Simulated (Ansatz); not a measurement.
Geometry optimisation, Ansatz 0.2.0, RKS B3LYP/6-31G*.

Input:

```yaml
crystal:
  periodic: [false, false, false]
  atoms:
    - { symbol: B, position_ang: [-0.6724, 1.2355, -0.7247] }
    - { symbol: C, position_ang: [0.2222, 0.0329, -0.6878] }
    - { symbol: Si, position_ang: [0.3767, -0.9132, 0.8688] }
    - { symbol: S, position_ang: [0.8823, -0.4615, -1.8986] }
    - { symbol: H, position_ang: [-0.9024, 1.8556, -1.7671] }
    - { symbol: H, position_ang: [-1.2582, 1.6732, 0.2448] }
    - { symbol: H, position_ang: [1.75, -1.5732, 0.9195] }
    - { symbol: H, position_ang: [-0.613, -1.9123, 0.957] }
    - { symbol: H, position_ang: [0.3034, 0.0167, 2.0711] }
basis:
  gaussian: { orbitals: "6-31G*" }
hamiltonian:
  xc: b3lyp
relax:
  f_tol: 0.015
  max_steps: 40
output:
  orbitals: {}
```

Command:

```bash
$ ansatz run input.yaml --threads 1 --pin off --max-ram 2048MiB --backend cpu --events-out ev --progress --plain --runs-dir out
```

Where does it end, and by what steps?

The run converged. After 26 steps the energy has fallen by 1.619 eV; H6 moved furthest, 1.26 Å. The start is strongly strained (largest force component 9 eV/Å). Joined: B1–S4.

```
step  energy less start (eV)  largest force component (eV/Å)  accepted
   0                  0.0000                           9.322       yes
   1                 -0.9258                           3.917       yes
   2                 -1.0903                           1.186       yes
   3                 -1.1272                           1.111       yes
   4                 -1.1890                           0.132       yes
   5                 -1.1996                           0.077       yes
   6                 -1.2082                           0.433       yes
   7                 -1.2223                           0.448       yes
   8                 -1.2763                           0.472       yes
   9                 -1.2814                           1.096       yes
  10                 -1.3992                           0.518       yes
  11                 -1.4625                           0.625       yes
  12                 -1.5063                           0.680       yes
  13                 -1.5494                           0.559       yes
  14                 -1.5866                           0.356       yes
  15                 -1.6032                           0.244       yes
  16                 -1.6021                           0.390        no
  17                 -1.6099                           0.039       yes
  18                 -1.6148                           0.042       yes
  19                 -1.6149                           0.133       yes
  20                 -1.6174                           0.043       yes
  21                 -1.6180                           0.033       yes
  22                 -1.6185                           0.027       yes
  23                 -1.6185                           0.024       yes
  24                 -1.6186                           0.026       yes
  25                 -1.6186                           0.038       yes
  26                 -1.6187                           0.014       yes
```

```xyz
9
Properties=species:S:1:pos:R:3
B -0.732 1.287 -0.880
C 0.193 0.152 -0.407
Si 0.406 -1.095 0.989
S 1.137 0.390 -1.745
H -1.691 1.023 -1.543
H -0.541 2.400 -0.487
H 1.610 -1.930 0.760
H -0.818 -1.937 1.036
H 0.524 -0.335 2.260
```

Whether the end is a true minimum wasn't checked by a vibrational analysis.

Time of the run: 120 s on 1 thread of Arm Neoverse V1 (shared host), peak memory 0.15 GiB.
